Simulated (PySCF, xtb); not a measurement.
BH, SMILES [BH] (connectivity only; charge and spin as stated), neutral, multiplicity 1.

GFN2-xTB run with xtb at its own geometry gives an orbital gap of 1.47 eV and a dipole moment of 1.63 D.

Coordinates come from a PBE0-D3(BJ)/def2-TZVPD optimisation.

Problem. What does CAM-B3LYP/def2-TZVPD run with PySCF give? (The exact figures need the calculation; the answer reports its results.)

Solution. gap 6.89 eV (levels -8.09 and -1.20 eV), dipole 1.60 D.
